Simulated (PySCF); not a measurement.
## Exercise with solution: oscillator strength and radiative lifetime

C2H7GeN, SMILES C=[CH][GeH2][NH2].

Geometry: PBE0-D3(BJ)/def2-SVP. The values are those of a single conformer.

TDA-LC-ωPBE/def2-SVPD in PySCF puts the first singlet state with f over 0.02 at 6.35 eV (vertical), with the transition dipole (0.377, -0.116, -0.130) in atomic units.

Task: Find the oscillator strength, the wavelength and the radiative lifetime that this transition would have in vacuum if emission retraced absorption.

Result: 
|μ|² = 0.1725 au, so |μ| = 1.06 D. ΔE = 6.35/27.211 = 0.2334 hartree. f = (2/3) ΔE |μ|² = 0.027 (the program prints 0.027).
λ = 1239.84/6.35 = 195 nm; ν = 51216 cm⁻¹.
Einstein's coefficient A = 0.6670 ν² f s⁻¹ (ν in cm⁻¹) = 4.7e7 s⁻¹, so τ = 1/A = 21 ns. This state is S1. The figure is the radiative limit of this one transition; relaxation, internal conversion, crossing to triplets and a medium change what is measured.
